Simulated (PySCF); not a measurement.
SiHF, SMILES F[SiH] (connectivity only; charge and spin as stated), neutral, multiplicity 1.

Geometry optimised at r2SCAN-D4/def2-TZVPD. The isomer is the one that the SMILES or the coordinates give; other isomers of the formula were not compared.

The numbers are results of PySCF with SMD-B3LYP/6-31G*, not measurements.

Solvation free energies are E(SMD) − E(gas) at the gas-phase geometry, for 1 M in both phases. In vacuum the dipole moment is 0.85 D.

| solvent | ΔG(solv) (kcal/mol) | its non-electrostatic (CDS) part | dipole (D) |
|---|---|---|---|
| water | -0.7 | 1.4 | 1.03 |
| ethylethanoate | ___ | ___ | ___ |
| toluene | -1.5 | -0.5 | 0.94 |

### Question
What belongs in the gaps? (Estimate from the structure and the level; the computed values follow.)

### Answer

- ethylethanoate, ΔG(solv) (kcal/mol): -1.9
- ethylethanoate, its non-electrostatic (CDS) part: -0.3
- ethylethanoate, dipole (D): 0.99
